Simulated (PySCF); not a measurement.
Bonds (- single, = double, # triple, : aromatic): B1-P2 1.973 Å, P2-B3 1.973 Å, B3-P4 1.973 Å, P4-B1 1.974 Å. B1 carries H5, H6; P2 carries H7, H8; B3 carries H9, H10; P4 carries H11, H12. Formal charges: B1 -1, P2 +1, B3 -1, P4 +1.

Geometry: PBE0-D3(BJ)/def2-SVP; GIAO shifts from PySCF 2.14, gas phase, non-relativistic, averaged over equivalent atoms.

At PBE0/pcSseg-1 (122 basis functions, 9.2 s wall time on 1 thread of an Arm Neoverse V2, shared host):
```tsv
atoms	δ (ppm)
B1/B3	-36.5
P2/P4	-143.3
H7/H8/H11/H12	4.08
H5/H6/H9/H10	2.60
```

Referencing at the same level of theory: ¹¹B (σ = 100.73 ppm) vs BF3·OEt2; H3PO4 for ³¹P (σ = 310.13 ppm); ¹H (σ = 31.27 ppm) vs TMS.

Predict the values at B3LYP/pcSseg-2 on the same geometry.

Results:


```json
{"atoms": "B1/B3", "δ at B3LYP/pcSseg-2": "-33.9", "change": "+2.6"}
{"atoms": "P2/P4", "δ at B3LYP/pcSseg-2": "-124.5", "change": "+18.8"}
{"atoms": "H7/H8/H11/H12", "δ at B3LYP/pcSseg-2": "4.16", "change": "+0.08"}
{"atoms": "H5/H6/H9/H10", "δ at B3LYP/pcSseg-2": "2.56", "change": "-0.04"}
```

Chemical shifts δ = σref − σ; ¹¹B (96.39 ppm) vs BF3·OEt2; ³¹P (283.32 ppm) vs H3PO4; ¹H (31.39 ppm) against TMS, all at this level.

The largest change is at P2/P4 (phosphorus bonded to 2 B, 2 H, in a 4-membered ring). Cost: 270 basis functions, 30 s wall time on 1 thread of an Arm Neoverse V2, shared host.

Experimental scales use liquid or dissolved standards, which lie at an offset from isolated H3PO4.
